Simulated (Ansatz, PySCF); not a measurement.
Input for Ansatz (an electronic-structure program):
Ansatz 0.2 input:
```yaml
crystal:
  periodic: [false, false, false]
  atoms:
    - {symbol: F, position_ang: [2.60094538, 1.14283506, 0.08089861]}
    - {symbol: C, position_ang: [1.43096998, 0.69793299, -0.24220788]}
    - {symbol: C, position_ang: [0.44692092, 0.10911001, 0.37558517]}
    - {symbol: F, position_ang: [0.44992855, -0.20912959, 1.70017522]}
    - {symbol: C, position_ang: [-0.83543288, -0.29579618, -0.32144863]}
    - {symbol: F, position_ang: [-1.90245541, 0.30342010, 0.21057985]}
    - {symbol: F, position_ang: [-0.79671474, 0.03356214, -1.61483549]}
    - {symbol: F, position_ang: [-1.04667580, -1.61151893, -0.25143729]}
basis:
  gaussian:
    orbitals: STO-3G
magnetization: {spin_polarized: true, initial_magnetization: 1}
correlation: {method: ccsd_t, electrons: outside_noble_gas}
accuracy: high
```

**Question.** Give the equivalent PySCF input.

**Answer.** Several could match; the one computed here: 
```python
from pyscf import gto, scf, cc

mol = gto.Mole()
mol.atom = '''
    F     2.600945    1.142835    0.080899
    C     1.430970    0.697933   -0.242208
    C     0.446921    0.109110    0.375585
    F     0.449929   -0.209130    1.700175
    C    -0.835433   -0.295796   -0.321449
    F    -1.902455    0.303420    0.210580
    F    -0.796715    0.033562   -1.614835
    F    -1.046676   -1.611519   -0.251437
'''
mol.basis = 'sto-3g'
mol.charge = 0
mol.spin = 1
mol.verbose = 4
mol.build()

mf = scf.UHF(mol)
mf.kernel()

mycc = cc.CCSD(mf, frozen=8)
mycc.kernel()
et = mycc.ccsd_t()
print('E(CCSD(T)) = %.10f' % (mycc.e_tot + et))
```

Both were run: Ansatz gave -602.584661 Eh and PySCF -602.584661 Eh, 0.000 mEh apart.
